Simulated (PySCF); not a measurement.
Match the calculated data to a structure.

All candidates are C6H13NO.

* UV, first state: lowest singlet excitation: 6.21 eV (200 nm, f = 0.023) [TDDFT wB97X-D/def2-SVPD]
* Polarisability: 90.7 au [wB97X-D/def2-SVPD]
* Dipole: 1.83 D [wB97X-D/def2-SVPD]
* Rotational structure: rotational constants A, B, C: 3.059, 1.175, 1.042 GHz [PBE0-D3(BJ)/def2-SVP]
* UV, strongest line: among the 6 lowest singlet transitions: S2 at 6.49 eV (191 nm, f = 0.451) [TDDFT wB97X-D/def2-SVPD]

The electronic properties come from PySCF, for the isolated species, density fitting. Levels stand in brackets. Isolated species at its PBE0-D3(BJ)/def2-SVP geometry (one conformer only).

Question: Which candidate is it?
A. `CCC[C@H](C)C(N)=O`
B. `CN(C=O)C(C)(C)C`
C. `CO/C=C(/C)[C@@H](C)N`

Answer: C. It is `CO/C=C(/C)[C@@H](C)N`. Numbering: `[CH3:1][O:2]/[CH:3]=[C:4](/[CH3:5])[C@@H:6]([CH3:7])[NH2:8]`. Its formula, C6H13NO, gives 1 degree of unsaturation: 0 rings and 1 π bond in the structure found. The optimised geometry has point group C1 and is an asymmetric top.

The others, at the same levels:
- `CN(C=O)C(C)(C)C` fails: its computed lowest singlet excitation is 5.68 eV (218 nm, f = 0.001) (against 6.21 eV), strongest line among the 6 lowest singlet transitions is S2 at 6.90 eV (180 nm, f = 0.197) (against S2 at 6.49 eV) and static isotropic polarisability is 84.5 au (against 90.7 au).
- `CCC[C@H](C)C(N)=O` fails: its computed lowest singlet excitation is 5.75 eV (215 nm, f = 0.001) (against 6.21 eV), strongest line among the 6 lowest singlet transitions is S4 at 7.77 eV (160 nm, f = 0.156) (against S2 at 6.49 eV) and static isotropic polarisability is 85.3 au (against 90.7 au).

Each candidate is one conformer, not necessarily the lowest. Dipoles, sizes and rotational constants follow the conformer. The torsions of the flexible species, by atom-mapped SMILES:
- `[CH3:1][O:2]/[CH:3]=[C:4](/[CH3:5])[C@@H:6]([CH3:7])[NH2:8]`: C1–O2–C3–C4 158°, C3–C4–C6–C7 108°, H–N8–C6–C4 -178°, H–N8–C6–C4 65°
- `[CH3:1][N:2]([CH:3]=[O:4])[C:5]([CH3:6])([CH3:7])[CH3:8]`: C1–N2–C3–O4 0°, C1–N2–C5–C6 0°
- `[CH3:1][CH2:2][CH2:3][C@H:4]([CH3:5])[C:6]([NH2:7])=[O:8]`: C1–C2–C3–C4 180°, C2–C3–C4–C5 -173°, C3–C4–C6–N7 -135°, H–N7–C6–C4 3°, H–N7–C6–C4 -177°
